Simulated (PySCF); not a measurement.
F₂Ge, charge +1, quartet, geometry from GFN2-xTB of the parent state (a state made from the parent by changing its charge; the spin is typed, not shown lowest); PySCF with R2SCAN/cc-pVDZ.

Here is a job for PySCF.
```python
from pyscf import gto, scf, dft

mol = gto.M(
    atom='''
Ge    0.009689   -0.006771    0.301893
F     0.795187    1.454606   -0.530416
F    -0.829637   -1.430529   -0.542983
''',
    basis='cc-pvdz',
    charge=1,
    spin=3,
    verbose=4,
)

mf = dft.ROKS(mol)
mf.xc = 'r2scan'
mf.kernel()
```

Problem. What does PySCF print? Leave out banner, timings and long lists.

Solution. 
```
PySCF version 2.14.0

[INPUT] verbose = 4
[INPUT] num. atoms = 3
[INPUT] num. electrons = 49
[INPUT] charge = 1
[INPUT] spin (= nelec alpha-beta = 2S) = 3
[INPUT] symmetry False subgroup None
[INPUT] Mole.unit = angstrom
[INPUT] Symbol           X                Y                Z      unit          X                Y                Z       unit  Magmom
[...]
nuclear repulsion = 177.157177444984
number of shells = 16
number of NR pGTOs = 129
number of NR cGTOs = 55
basis = cc-pvdz
ecp = {}

******** <class 'pyscf.dft.roks.ROKS'> ********
method = ROKS
initial guess = minao
damping factor = 0
level_shift factor = 0
DIIS = <class 'pyscf.scf.diis.CDIIS'>
diis_start_cycle = 1
diis_space = 8
diis_damp = 0
SCF conv_tol = 1e-09
SCF conv_tol_grad = None
SCF max_cycles = 50
direct_scf = True
direct_scf_tol = 1e-13
num. doubly occ = 23  num. singly occ = 3
XC library pyscf.dft.libxc version 7.1.2
    S. Lehtola, C. Steigemann, M. J. T. Oliveira, and M. A. L. Marques,  SoftwareX 7, 1–5 (2018)
XC functionals = r2scan
    J. W. Furness, A. D. Kaplan, J. Ning, J. P. Perdew, and J. Sun,  J. Phys. Chem. Lett. 11, 8208–8215 (2020)
    J. W. Furness, A. D. Kaplan, J. Ning, J. P. Perdew, and J. Sun,  J. Phys. Chem. Lett. 11, 9248–9248 (2020)
    J. W. Furness, A. D. Kaplan, J. Ning, J. P. Perdew, and J. Sun,  J. Phys. Chem. Lett. 11, 8208–8215 (2020)
    J. W. Furness, A. D. Kaplan, J. Ning, J. P. Perdew, and J. Sun,  J. Phys. Chem. Lett. 11, 9248–9248 (2020)
radial grids:
    Treutler-Ahlrichs [JCP 102, 346 (1995); DOI:10.1063/1.469408] (M4) radial grids

becke partition: Becke, JCP 88, 2547 (1988); DOI:10.1063/1.454033
pruning grids: <function nwchem_prune>
grids dens level: 3
symmetrized grids: False
atomic radii adjust function: <function treutler_atomic_radii_adjust>
small_rho_cutoff = 0
Set gradient conv threshold to 3.16228e-05
tot grids = 49168
init E= -2275.94581178456
[...]
cycle= 1 E= -2275.94479474639  delta_E= 0.00102  |g|= 0.415  |ddm|= 1.26
[...]
cycle= 2 E= -2275.8524308123  delta_E= 0.0924  |g|= 0.749  |ddm|= 1.33
[...]
cycle= 3 E= -2276.00054077108  delta_E= -0.148  |g|= 0.177  |ddm|= 0.513
[...]
cycle= 4 E= -2275.92377003943  delta_E= 0.0768  |g|= 0.486  |ddm|= 0.965
[...]
cycle= 5 E= -2275.97996691231  delta_E= -0.0562  |g|= 0.269  |ddm|= 0.54
[...]
cycle= 6 E= -2275.99948643701  delta_E= -0.0195  |g|= 0.156  |ddm|= 0.962
[...]
cycle= 7 E= -2275.99438591285  delta_E= 0.0051  |g|=  0.2  |ddm|= 0.0411
[...]
cycle= 8 E= -2275.97699246766  delta_E= 0.0174  |g|= 0.308  |ddm|= 0.078
[...]
cycle= 9 E= -2275.95609682258  delta_E= 0.0209  |g|=  0.4  |ddm|= 0.0698
[...]
cycle= 10 E= -2275.95157022159  delta_E= 0.00453  |g|= 0.417  |ddm|= 0.0161
[...]
cycle= 11 E= -2275.84558388867  delta_E= 0.106  |g|= 0.659  |ddm|= 0.946
[...]
cycle= 12 E= -2275.84056940645  delta_E= 0.00501  |g|= 0.672  |ddm|= 0.0294
[...]
cycle= 13 E= -2275.87086771304  delta_E= -0.0303  |g|= 0.609  |ddm|= 0.19
[...]
cycle= 14 E= -2275.87080378056  delta_E= 6.39e-05  |g|= 0.607  |ddm|= 0.115
[...]
cycle= 15 E= -2275.87247306228  delta_E= -0.00167  |g|= 0.605  |ddm|= 0.889
[...]
cycle= 16 E= -2276.00491713795  delta_E= -0.132  |g|= 0.0411  |ddm|= 0.945
[...]
cycle= 17 E= -2275.91486408214  delta_E= 0.0901  |g|= 0.51  |ddm|= 0.898
[...]
cycle= 18 E= -2275.89263368292  delta_E= 0.0222  |g|= 0.556  |ddm|= 0.288
[...]
cycle= 19 E= -2275.88765907157  delta_E= 0.00497  |g|= 0.57  |ddm|= 0.259
[...]
cycle= 20 E= -2275.89378032075  delta_E= -0.00612  |g|= 0.559  |ddm|= 0.289
[...]
cycle= 21 E= -2275.90331947538  delta_E= -0.00954  |g|= 0.538  |ddm|= 0.372
[...]
cycle= 22 E= -2275.89096829246  delta_E= 0.0124  |g|= 0.569  |ddm|= 0.0678
[...]
cycle= 23 E= -2275.89573588934  delta_E= -0.00477  |g|= 0.557  |ddm|= 0.0279
[...]
cycle= 24 E= -2275.89547566343  delta_E= 0.00026  |g|= 0.555  |ddm|= 0.0379
[...]
cycle= 25 E= -2275.86337988367  delta_E= 0.0321  |g|= 0.63  |ddm|= 0.126
[...]
cycle= 26 E= -2275.85909261254  delta_E= 0.00429  |g|= 0.632  |ddm|= 0.0779
[...]
cycle= 27 E= -2275.90089846092  delta_E= -0.0418  |g|= 0.512  |ddm|= 0.162
[...]
cycle= 28 E= -2275.64113797215  delta_E= 0.26  |g|= 1.09  |ddm|= 0.987
[...]
cycle= 29 E= -2275.72589683005  delta_E= -0.0848  |g|= 0.936  |ddm|= 0.202
[...]
cycle= 30 E= -2275.76274513656  delta_E= -0.0368  |g|= 0.865  |ddm|= 0.16
[...]
cycle= 31 E= -2275.84798038073  delta_E= -0.0852  |g|= 0.679  |ddm|= 0.18
[...]
cycle= 32 E= -2275.85865069649  delta_E= -0.0107  |g|= 0.659  |ddm|= 0.362
[...]
cycle= 33 E= -2275.8428951605  delta_E= 0.0158  |g|= 0.691  |ddm|= 0.0654
[...]
cycle= 34 E= -2275.98354447651  delta_E= -0.141  |g|= 0.223  |ddm|= 0.774
[...]
cycle= 35 E= -2275.92764924542  delta_E= 0.0559  |g|= 0.473  |ddm|= 0.936
[...]
cycle= 36 E= -2275.88390025757  delta_E= 0.0437  |g|= 0.603  |ddm|= 0.931
[...]
cycle= 37 E= -2275.86317777701  delta_E= 0.0207  |g|= 0.634  |ddm|= 0.288
[...]
cycle= 38 E= -2275.96160161208  delta_E= -0.0984  |g|= 0.363  |ddm|= 0.372
[...]
cycle= 39 E= -2275.91809189978  delta_E= 0.0435  |g|=  0.5  |ddm|= 0.176
[...]
cycle= 40 E= -2275.89226161676  delta_E= 0.0258  |g|= 0.555  |ddm|= 0.145
[...]
cycle= 41 E= -2275.98412127912  delta_E= -0.0919  |g|= 0.234  |ddm|= 0.343
[...]
cycle= 42 E= -2275.99356478045  delta_E= -0.00944  |g|= 0.155  |ddm|= 0.127
[...]
cycle= 43 E= -2275.84873441298  delta_E= 0.145  |g|= 0.677  |ddm|= 0.946
[...]
cycle= 44 E= -2275.84580118265  delta_E= 0.00293  |g|= 0.682  |ddm|= 0.0289
[...]
cycle= 45 E= -2275.84949074351  delta_E= -0.00369  |g|= 0.676  |ddm|= 0.0424
[...]
cycle= 46 E= -2275.83664170506  delta_E= 0.0128  |g|= 0.704  |ddm|= 0.0467
[...]
cycle= 47 E= -2275.82630350539  delta_E= 0.0103  |g|= 0.726  |ddm|= 0.0351
[...]
cycle= 48 E= -2275.88299439446  delta_E= -0.0567  |g|= 0.61  |ddm|= 0.361
[...]
cycle= 49 E= -2275.91905359663  delta_E= -0.0361  |g|= 0.512  |ddm|= 0.15
[...]
cycle= 50 E= -2275.92384149934  delta_E= -0.00479  |g|= 0.492  |ddm|= 0.158
SCF not converged.
SCF energy = -2275.92384149934
```

The run did not converge; its last values are not results.
